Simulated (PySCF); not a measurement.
Bond length, frequency and bond energy of WS by level of theory

State: ⁵Π (quintet), unpaired electrons σ ↑, π ↑, δ ↑↑. Set-up: basis W def2-TZVPP with ECP60, S def2-TZVPP; scalar-relativistic core potentials; PySCF 2.14. De refers to W (5d4 6s2) + S in their high-spin ground configurations, without counterpoise correction. The functionals are run spin-unrestricted. A positive dipole means W(−)S(+). Levels whose curve was spin-contaminated or gave no clean fit are not listed.

```json
{"Level": "ROHF", "Re (Å)": "2.135", "ωe (cm⁻¹)": "543", "De (eV)": "n/a", "μ (D)": "-5.66"}
{"Level": "ROHF-MP2", "Re (Å)": "2.103", "ωe (cm⁻¹)": "557", "De (eV)": "n/a", "μ (D)": "n/a"}
{"Level": "ROHF-SCS-MP2", "Re (Å)": "2.113", "ωe (cm⁻¹)": "549", "De (eV)": "n/a", "μ (D)": "n/a"}
{"Level": "ROHF-CCSD", "Re (Å)": "2.130", "ωe (cm⁻¹)": "528", "De (eV)": "n/a", "μ (D)": "n/a"}
{"Level": "ROHF-CCSD(T)", "Re (Å)": "2.140", "ωe (cm⁻¹)": "511", "De (eV)": "n/a", "μ (D)": "n/a"}
{"Level": "PBE", "Re (Å)": "2.136", "ωe (cm⁻¹)": "506", "De (eV)": "n/a", "μ (D)": "-3.27"}
{"Level": "r²SCAN", "Re (Å)": "2.134", "ωe (cm⁻¹)": "508", "De (eV)": "n/a", "μ (D)": "-3.68"}
{"Level": "M06-L", "Re (Å)": "2.141", "ωe (cm⁻¹)": "511", "De (eV)": "n/a", "μ (D)": "-3.66"}
{"Level": "TPSSh", "Re (Å)": "2.136", "ωe (cm⁻¹)": "510", "De (eV)": "n/a", "μ (D)": "-3.74"}
{"Level": "r²SCANh", "Re (Å)": "2.131", "ωe (cm⁻¹)": "510", "De (eV)": "n/a", "μ (D)": "-3.83"}
{"Level": "PBE0", "Re (Å)": "2.125", "ωe (cm⁻¹)": "517", "De (eV)": "n/a", "μ (D)": "-3.83"}
{"Level": "CAM-B3LYP", "Re (Å)": "2.123", "ωe (cm⁻¹)": "529", "De (eV)": "n/a", "μ (D)": "-4.04"}
```

Q: What does second-order correlation do here, going from ROHF to ROHF-MP2?

A: ROHF-MP2 less ROHF: -3.2 pm in Re, +2.6 % in ωe. Correlation nearly always deepens the well. The bond shortens, as in weak, metallic or heavy-atom bonds, where dispersion and the correlation of outer-core electrons pull the atoms together.

Q: What does the triples do here, going from ROHF-CCSD to ROHF-CCSD(T)?

A: ROHF-CCSD(T) less ROHF-CCSD: +1.0 pm in Re, -3.2 % in ωe. Correlation nearly always deepens the well. The bond lengthens, as in strong covalent bonds, where excitations into antibonding orbitals dominate.

Correlated steps freeze 5 core orbitals. De is left out where the level can put another filling of the metal’s s and d shells below the measured ground configuration, by anything from nothing to about 1 eV. Spin–orbit coupling is left out, which matters for elements this heavy, above all for dissociation energies. Counting both spins, an empty level lies below a filled one in some of these solutions, because spin and occupation are held. The CCSD T1 diagnostic is raised, a sign that a single reference may not be enough here. UHF is strongly spin-contaminated for WS, so the ROHF reference used there is far from stable. With d or f electrons several states lie close, and the lowest PBE0 determinant need not be the measured ground state.

The whole job (state search and all levels along the bond) took about 22 min on 2 threads of Arm Neoverse V1 (shared host), peak memory 4.1 GiB.
